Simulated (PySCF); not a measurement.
CH$_{4}$BrGaO (SMILES [CH3][Ga]([OH])[Br]), singlet, at a GFN2-xTB geometry (such geometries of metal compounds can be far from the true shape); CASSCF(10,8)/STO-3G run with PySCF.

Here is a job for PySCF.
```python
from pyscf import gto, scf, mcscf
import numpy

mol = gto.Mole()
mol.atom = '''
    Ga    0.529382    0.521239   -0.040010
    Br   -1.105938   -1.096931    0.091597
    C     0.520949    2.191871   -1.175250
    H     1.289466    2.102620   -1.942844
    H     0.758853    3.043570   -0.539008
    H    -0.452869    2.333634   -1.644681
    O     1.915275    0.249564    0.954946
    H     2.253622   -0.393377    1.572901
'''
mol.basis = 'sto-3g'
mol.charge = 0
mol.spin = 0
mol.verbose = 4
mol.build()

mf = scf.RHF(mol)
mf.kernel()
mc = mcscf.CASSCF(mf, 8, 10)
mc.fix_spin_(ss=0.0)
mc.kernel()
occ = numpy.linalg.eigvalsh(mc.fcisolver.make_rdm1(mc.ci, mc.ncas, mc.nelecas))[::-1]
ss = mc.fcisolver.spin_square(mc.ci, mc.ncas, mc.nelecas)[0]
print('natural occupations', occ.round(4), ' <S^2>', round(ss, 4))
```

Predict the main parts of the log of this PySCF run.


```
PySCF version 2.14.0

[INPUT] verbose = 4
[INPUT] num. atoms = 8
[INPUT] num. electrons = 84
[INPUT] charge = 0
[INPUT] spin (= nelec alpha-beta = 2S) = 0
[INPUT] symmetry False subgroup None
[INPUT] Mole.unit = angstrom
[INPUT] Symbol           X                Y                Z      unit          X                Y                Z       unit  Magmom
[...]
nuclear repulsion = 515.7698465835
number of shells = 26
number of NR pGTOs = 150
number of NR cGTOs = 50
basis = sto-3g
ecp = {}

******** <class 'pyscf.scf.hf.RHF'> ********
method = RHF
initial guess = minao
damping factor = 0
level_shift factor = 0
DIIS = <class 'pyscf.scf.diis.CDIIS'>
diis_start_cycle = 1
diis_space = 8
diis_damp = 0
SCF conv_tol = 1e-09
SCF conv_tol_grad = None
SCF max_cycles = 50
direct_scf = True
direct_scf_tol = 1e-13
Set gradient conv threshold to 3.16228e-05
Initial guess from minao.
init E= -4553.05103649164
[...]
cycle= 1 E= -4559.02495018954  delta_E= -5.97  |g|= 0.578  |ddm|= 3.16
[...]
cycle= 2 E= -4559.18729554503  delta_E= -0.162  |g|= 0.187  |ddm|= 1.26
[...]
cycle= 3 E= -4559.20206920362  delta_E= -0.0148  |g|= 0.0556  |ddm|= 0.368
[...]
cycle= 4 E= -4559.20376788521  delta_E= -0.0017  |g|= 0.0128  |ddm|= 0.123
[...]
cycle= 5 E= -4559.20392037133  delta_E= -0.000152  |g|= 0.00479  |ddm|= 0.0443
[...]
cycle= 6 E= -4559.2039478208  delta_E= -2.74e-05  |g|= 0.00254  |ddm|= 0.0172
[...]
cycle= 7 E= -4559.20396158492  delta_E= -1.38e-05  |g|= 0.000921  |ddm|= 0.0179
[...]
cycle= 8 E= -4559.20396368581  delta_E= -2.1e-06  |g|= 0.000334  |ddm|= 0.00736
[...]
cycle= 9 E= -4559.20396396065  delta_E= -2.75e-07  |g|= 0.000153  |ddm|= 0.0023
[...]
cycle= 10 E= -4559.20396402406  delta_E= -6.34e-08  |g|= 7.12e-05  |ddm|= 0.00109
[...]
cycle= 11 E= -4559.20396403861  delta_E= -1.46e-08  |g|= 2.9e-05  |ddm|= 0.000565
[...]
cycle= 12 E= -4559.20396404083  delta_E= -2.22e-09  |g|= 7.55e-06  |ddm|= 0.00026
[...]
cycle= 13 E= -4559.20396404092  delta_E= -9.19e-11  |g|= 3.08e-06  |ddm|= 4.79e-05
[...]
Extra cycle  E= -4559.20396404095  delta_E= -2.09e-11  |g|= 1.93e-06  |ddm|= 9.82e-06
converged SCF energy = -4559.20396404095

******** <class 'pyscf.mcscf.mc1step.CASSCF'> ********
CAS (5e+5e, 8o), ncore = 37, nvir = 5
max_cycle_macro = 50
max_cycle_micro = 4
conv_tol = 1e-07
conv_tol_grad = None
orbital rotation max_stepsize = 0.02
orbital rotation threshold for CI restart = 0.01
augmented hessian ah_max_cycle = 30
augmented hessian ah_conv_tol = 1e-12
[...]
CASCI E = -4559.21685672633  S^2 = 0.0000000
[...]
macro iter  40 ( 21 JK    4 micro), CASSCF E = -4559.26161822802  dE = -4.57973301e-05  S^2 = 0.0000000
               |grad[o]|=0.0176  |grad[c]|=0.0104  |ddm|=0.00549  |maxRot[o]|=0.00562
macro iter  41 ( 21 JK    4 micro), CASSCF E = -4559.26161428462  dE =  3.94339622e-06  S^2 = 0.0000000
               |grad[o]|=0.0173  |grad[c]|=0.0144  |ddm|=0.0112  |maxRot[o]|=0.00717
macro iter  42 ( 21 JK    4 micro), CASSCF E = -4559.26186509130  dE = -2.50806683e-04  S^2 = 0.0000000
               |grad[o]|=0.0176  |grad[c]|=0.0115  |ddm|=0.0152  |maxRot[o]|=0.0403
macro iter  43 ( 21 JK    4 micro), CASSCF E = -4559.26226075031  dE = -3.95659004e-04  S^2 = 0.0000000
               |grad[o]|=0.0184  |grad[c]|=0.00816  |ddm|=0.0194  |maxRot[o]|=0.0801
macro iter  44 ( 21 JK    4 micro), CASSCF E = -4559.26233579917  dE = -7.50488580e-05  S^2 = 0.0000000
               |grad[o]|=0.0207  |grad[c]|=0.0105  |ddm|=0.0124  |maxRot[o]|=0.00505
macro iter  45 ( 21 JK    4 micro), CASSCF E = -4559.26233698014  dE = -1.18097341e-06  S^2 = 0.0000000
               |grad[o]|=0.0197  |grad[c]|=0.0148  |ddm|=0.0222  |maxRot[o]|=0.00621
macro iter  46 ( 21 JK    4 micro), CASSCF E = -4559.26231742681  dE =  1.95533285e-05  S^2 = 0.0000000
               |grad[o]|=0.0195  |grad[c]|=0.0176  |ddm|=0.0297  |maxRot[o]|=0.00614
macro iter  47 ( 20 JK    4 micro), CASSCF E = -4559.26279423222  dE = -4.76805408e-04  S^2 = 0.0000000
               |grad[o]|=0.0196  |grad[c]|=0.00451  |ddm|=0.00421  |maxRot[o]|=0.0507
macro iter  48 ( 20 JK    4 micro), CASSCF E = -4559.26312760052  dE = -3.33368306e-04  S^2 = 0.0000000
               |grad[o]|=0.0176  |grad[c]|=0.00857  |ddm|=0.0286  |maxRot[o]|=0.0733
macro iter  49 ( 21 JK    4 micro), CASSCF E = -4559.26318705629  dE = -5.94557650e-05  S^2 = 0.0000000
               |grad[o]|=0.0173  |grad[c]|=0.0112  |ddm|=0.0326  |maxRot[o]|=0.00367
macro iter  50 ( 21 JK    4 micro), CASSCF E = -4559.26315895344  dE =  2.81028524e-05  S^2 = 0.0000000
               |grad[o]|=0.016  |grad[c]|=0.0159  |ddm|=0.0504  |maxRot[o]|=0.00512
1-step CASSCF not converged,  50 macro (1030 JK 198 micro) steps
CASSCF canonicalization
Density matrix diagonal elements [1.96790447 1.89766389 1.94768165 1.91218314 1.97620086 0.14874275
 0.10901177 0.04061147]
CASSCF energy = -4559.26315895344
CASCI E = -4559.26315895344  E(CI) = -33.4094251824936  S^2 = 0.0000000
natural occupations [1.9849 1.9732 1.9661 1.9471 1.9154 0.0981 0.085  0.0303]  <S^2> 0.0
```

Convergence was not reached.
